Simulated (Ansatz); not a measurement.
C4H9Te (SMILES CC(C)(C)[Te]), doublet, geometry from GFN2-xTB (core potentials on Te); Ansatz (a first-principles code) with B3LYP/def2-SVP.

Ansatz was given this input:
Ansatz 0.2 input:
```yaml
crystal:
  periodic: [false, false, false]
  atoms:
    - {symbol: C, position_ang: [-0.66331377, 1.14304183, -1.76050903]}
    - {symbol: C, position_ang: [-0.21073518, -0.17142730, -1.14920207]}
    - {symbol: C, position_ang: [1.07045161, -0.64728561, -1.81137420]}
    - {symbol: C, position_ang: [-1.29892130, -1.22119765, -1.29127904]}
    - {symbol: Te, position_ang: [0.18266326, 0.14859156, 0.99611745]}
    - {symbol: H, position_ang: [-1.57485702, 1.50051965, -1.28601586]}
    - {symbol: H, position_ang: [-0.86423567, 1.00858375, -2.82421059]}
    - {symbol: H, position_ang: [0.10397129, 1.90716723, -1.65453128]}
    - {symbol: H, position_ang: [1.86180646, 0.09198474, -1.70610261]}
    - {symbol: H, position_ang: [1.41144430, -1.58320625, -1.37362790]}
    - {symbol: H, position_ang: [0.89939701, -0.81258538, -2.87595200]}
    - {symbol: H, position_ang: [-2.21928867, -0.89654247, -0.81027157]}
    - {symbol: H, position_ang: [-0.99082253, -2.16508588, -0.84631228]}
    - {symbol: H, position_ang: [-1.51079272, -1.39638410, -2.34689725]}
basis:
  gaussian:
    orbitals: def2-SVP
    final_grid: {core_spheres: 6, valence_spheres: 12, degree: 29}
hamiltonian:
  xc: b3lyp
magnetization: {spin_polarized: true, initial_magnetization: 1}
```

What the program printed (banner, timings and long lists left out):

```
Functional definition: B3LYP
1380 factors; integrals over basis functions are off by at most 1.5e-3 eV
mean field evaluation 1: about -11575.1607 eV, gradient 4.7e1 eV
mean field evaluation 2: about -11542.2037 eV, gradient 8.2e1 eV
mean field evaluation 4: about -11586.6224 eV, gradient 3.9e0 eV
mean field evaluation 8: about -11586.9380 eV, gradient 5.5e-1 eV
mean field evaluation 16: about -11586.9401 eV, gradient 5.5e-4 eV
mean field evaluation 32: about -11586.9348 eV, gradient 7.6e-1 eV
mean field evaluation 64: about -11586.9401 eV, gradient 1.2e-4 eV
mean field -11586.94015048 eV, -425.8121966201 hartree, gradient 3.7e-6 eV, S^2 0.752214; 6 other end points of the search recorded, 0 dependent functions left out
reference -11586.94041529 eV, -425.8122063517 hartree; 29, 28 occupied and 98, 99 virtual orbitals, 1380 factors
Total energy: -11586.94041529 eV, -425.8122063517 hartree
```
